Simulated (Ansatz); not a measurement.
Start from `C[NH][In]([CH3])[F]` and change one element to get `C[NH][Al]([CH3])[F]`.

Ansatz, PBE0-D4/def2-TZVP geometries, multiplicity 1. Each molecule was computed in one conformer, which needn't be the lowest.

Elements past krypton have def2 core potentials.

```csv
property,`C[NH][In]([CH3])[F]`
HOMO–LUMO gap (PBE0/def2-TZVPP) / eV,5.79
HOMO–LUMO gap (B3LYP/def2-TZVPP) / eV,5.26
HOMO energy (PBE/def2-TZVPP) / eV,-5.23
HOMO energy (B3LYP/def2-TZVPP) / eV,-6.32
size of the dipole moment (PBE/def2-TZVPP) / D,3.41
LUMO energy (PBE0/def2-TZVPP) / eV,-0.73
```

Problem. Give the same properties after the change, and the shifts. (Best estimate.)

Solution. Computed: 
```tsv
property	`C[NH][Al]([CH3])[F]`	shift
HOMO–LUMO gap (PBE0/def2-TZVPP) / eV	6.90	1.11
HOMO–LUMO gap (B3LYP/def2-TZVPP) / eV	6.38	1.12
HOMO energy (PBE/def2-TZVPP) / eV	-5.51	-0.28
HOMO energy (B3LYP/def2-TZVPP) / eV	-6.63	-0.31
size of the dipole moment (PBE/def2-TZVPP) / D	2.01	-1.40
LUMO energy (PBE0/def2-TZVPP) / eV	0.06	0.79
```

With PBE0 the HOMO falls by 0.32 eV and the LUMO rises by 0.79 eV, so the gap widens by about 1.11 eV. PBE moves the HOMO by -0.28 eV and ωB97M-V by -0.33 eV. Dipoles are sizes alone; their direction can turn.

B3LYP here is the variant with VWN-RPA as its local correlation; programs differ in this.
